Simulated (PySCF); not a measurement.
C3H5F3, SMILES FC([C@@H](C)F)F. Atoms are numbered in the order given.

```xyz
11

C     -1.9119     0.2880    -0.0335
C     -0.5226     0.2933     0.5704
F     -0.3108    -0.8864     1.2570
C      0.5718     0.4409    -0.4772
F      1.7907     0.4039     0.1124
F      0.5074    -0.5742    -1.3772
H     -2.0024    -0.5409    -0.7502
H     -2.6617     0.1579     0.7593
H     -2.1179     1.2344    -0.5576
H     -0.4013     1.1279     1.2852
H      0.4735     1.3975    -1.0241
```
Charge 0, spin multiplicity 1.

Geometry: B3LYP-D3(BJ)/def2-SVP. The structure was generated by enumeration; whether it is a known compound was not checked. Other conformers were not sampled.

Calculation: PBE0/def2-TZVP run with PySCF.

ESP charges are fitted to the potential on shells at 1.4 to 2.0 van der Waals radii. Atomic charges (e):

| atom | Mulliken | ESP fit | IAO |
|---|---|---|---|
| C1 | -0.38 | -0.55 | -0.45 |
| C2 | 0.12 | 0.27 | 0.16 |
| F3 | -0.21 | -0.22 | -0.32 |
| C4 | 0.28 | 0.23 | 0.45 |
| F5 | -0.18 | -0.20 | -0.30 |
| F6 | -0.19 | -0.17 | -0.30 |
| H7 | 0.15 | 0.17 | 0.16 |
| H8 | 0.14 | 0.18 | 0.16 |
| H9 | 0.12 | 0.14 | 0.15 |
| H10 | 0.09 | 0.06 | 0.15 |
| H11 | 0.07 | 0.09 | 0.14 |

### Question
Give the Mayer and Wiberg (Löwdin basis) orders of the bonds. (Estimate from the structure and the level; the computed values follow.)

### Answer

| bond | Mayer | Wiberg |
|---|---|---|
| C1–C2 | 1.00 | 1.27 |
| C2–F3 | 1.02 | 1.63 |
| C2–C4 | 0.99 | 1.16 |
| C4–F5 | 1.09 | 1.74 |
| C4–F6 | 1.07 | 1.72 |
| C1–H7 | 0.96 | 0.89 |
| C1–H8 | 0.96 | 0.89 |
| C1–H9 | 0.95 | 0.89 |
| C2–H10 | 0.95 | 0.82 |
| C4–H11 | 0.96 | 0.86 |
